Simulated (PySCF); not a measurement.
A PySCF script (with the pyscf-properties extension) for the NMR shieldings of `InChI=1S/C7H15P/c1-6-4-7(2)8(3)5-6/h6-7H,4-5H2,1-3H3/t6-,7+,8?/m1/s1`, on a GFN2-xTB geometry:

```python
import basis_set_exchange as bse
import numpy as np
from pyscf import gto, dft
from pyscf.prop import nmr

atoms = """
C    -2.443921   -1.165858    0.453593
C    -0.985062   -0.794860    0.217684
C    -0.561854    0.459632    0.977653
C     0.842431    0.834402    0.504904
C     1.196271    2.285767    0.802910
P     0.892964    0.472932   -1.350926
C     2.085640   -0.947737   -1.321905
C    -0.701662   -0.492722   -1.254397
H    -3.098742   -0.349430    0.155140
H    -2.711299   -2.048844   -0.122934
H    -2.617946   -1.378204    1.506299
H    -0.354493   -1.629725    0.543371
H    -1.255935    1.270281    0.742275
H    -0.579832    0.299766    2.057216
H     1.577565    0.183115    0.992102
H     0.506993    2.957168    0.294482
H     1.144440    2.481061    1.873320
H     2.204502    2.509610    0.459760
H     1.790757   -1.709984   -0.602896
H     3.075141   -0.570762   -1.069073
H     2.129187   -1.384769   -2.318246
H    -0.642298   -1.391681   -1.870094
H    -1.497601    0.137827   -1.660160
"""
names = dict.fromkeys(["C", "P", "H"], "pcSseg-1")
basis = {el: gto.basis.parse(bse.get_basis(n, elements=[el], fmt="nwchem")) for el, n in names.items()}
mol = gto.M(atom=atoms, basis=basis, charge=0, verbose=0)
mf = dft.RKS(mol, xc="PBE0")
mf.grids.level = 2
mf.grids.alignment = dft.numint.BLKSIZE   # the property module wants whole blocks of grid points
mf.conv_tol = 1e-9
mf.kernel()

calc = nmr.RKS(mf)   # GIAO
C = mf.mo_coeff
Co = C[:, mf.mo_occ > 0]
resp = mf.gen_response(singlet=True, hermi=2)
def vind(x):   # induced exchange potential for any number of trial vectors
    d = np.einsum("pi,xij,qj->xpq", C, 2 * x.reshape(-1, C.shape[1], Co.shape[1]), Co, optimize=True)
    return np.einsum("xpq,pi,qj->xij", resp(d - d.transpose(0, 2, 1)), C, Co, optimize=True).ravel()
mo1, _ = nmr.rhf.solve_mo1(calc, with_cphf=vind)
sigma = calc.kernel(mo1)
for i, s in enumerate(sigma):   # ppm
    print("%2d %-2s %9.2f" % (i, mol.atom_pure_symbol(i), np.trace(s) / 3))
```

Q: What does it print?

A: 
```
 0 C     163.83
 1 C     146.97
 2 C     135.78
 3 C     141.05
 4 C     163.88
 5 P     348.88
 6 C     169.83
 7 C     146.43
 8 H      31.01
 9 H      30.43
10 H      30.28
11 H      29.54
12 H      30.88
13 H      29.65
14 H      30.09
15 H      30.71
16 H      30.35
17 H      30.22
18 H      30.50
19 H      30.76
20 H      30.76
21 H      30.31
22 H      30.38
```

These numbers come from an equivalent density-fitted implementation of the same equations, which agrees with the script to about 0.01 ppm for H and up to a few tenths of a ppm for heavy atoms, so last digits may differ.

Size and cost of the density-fitted run: 218 basis functions, about 2 core-minutes.
